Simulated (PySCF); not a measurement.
**Ionisation energy of Ga by level of theory**

Ga [Ar] 3d10 4s2 4p1 (2P) → Ga⁺ [Ar] 3d10 4s2 (1S), as a difference of total energies. Computed with PySCF 2.14 in def2-SVP, with no relativity, point nucleus. Correlated levels: valence: [Ar] 3d10 frozen. The calculations carry no spin-orbit coupling.

**Question.** Order these methods by the ionisation energy they give, lowest first.
A. MP2 (valence)
B. SCS-MP2 (valence)
C. CCSD(T) (valence)
D. B3LYP

**Answer.** B (5.662 eV), A (5.683 eV), C (5.753 eV), D (6.027 eV).

These non-relativistic numbers lack the scalar-relativistic shift.

Errors of the correlated levels include the incompleteness of this basis and the frozen core.

For comparison: 5.931 eV (measured; NIST levels, between the centres of gravity of the two terms).
